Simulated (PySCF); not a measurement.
A structure optimised at TPSSh-D3(BJ)/def2-SVP, used in a PySCF frequency run:

```xyz
8

Al     0.6376    -0.4037     0.0000
Cl    -0.1756    -2.3470     0.0000
H      2.1941    -0.1738     0.0000
S     -0.7499     1.2651     0.0000
C      0.4259     2.6892     0.0000
H      0.2356     3.2927    -0.8972
H      0.2356     3.2927     0.8972
H      1.4744     2.3584     0.0000
```
Charge 0, spin multiplicity 1.

### Question
Write its SMILES, formula and point group.

### Answer
C[S][AlH][Cl], CH4AlClS, Cs

### Question
What are its rotational constants (standard atomic weights)?

### Answer
12.371, 1.3822, 1.2533 GHz
